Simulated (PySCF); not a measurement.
Species: C₂H₆AlS (charge -1).
Cartesian coordinates in Å at the PBE0-D3(BJ)/def2-SVP level; atoms count from 1:
```xyz
10
C2H6AlS angstrom
C     -1.5011   -0.1479    0.0421
C     -0.2639    0.6005   -0.3575
Al     1.5757   -0.1862    0.1296
S     -0.4304    2.0369   -1.1430
H     -1.4954   -0.3006    1.1372
H     -1.4680   -1.1678   -0.3822
H     -2.4347    0.3591   -0.2599
H      2.2196    0.7586    1.3026
H      1.2901   -1.7029    0.7134
H      2.5168   -0.2453   -1.2047
```

The closed-shell ground state was solved at several levels (PySCF, density fitting, gas phase, non-relativistic). The geometry's basis has no diffuse functions, a weakness for an anion. No diffuse functions stand in pcSseg-1 and pcSseg-2, which bears on an anion's orbital energies.

```json
{"level": "B97-2/pcSseg-2", "basis functions": "242", "HOMO (eV)": "-1.34", "LUMO (eV)": "2.17", "gap (eV)": "3.51"}
{"level": "wB97X-D/def2-SVPD", "basis functions": "139", "HOMO (eV)": "-3.46", "LUMO (eV)": "3.87", "gap (eV)": "7.33"}
```

(1) What might PBE0/pcSseg-1 (112 basis functions) give for the same quantities?

(2) Over all these levels, which gives the widest orbital gap and which the narrowest?

## Answers

(1) HOMO -1.45 eV, LUMO 2.38 eV, gap 3.83 eV.

(2) wB97X-D/def2-SVPD (range-separated hybrid) has the widest, 7.33 eV, and B97-2/pcSseg-2 (global hybrid, 21 % exact exchange) the narrowest, 3.51 eV. Functional and basis both differ between the two, so the spread mixes both effects.
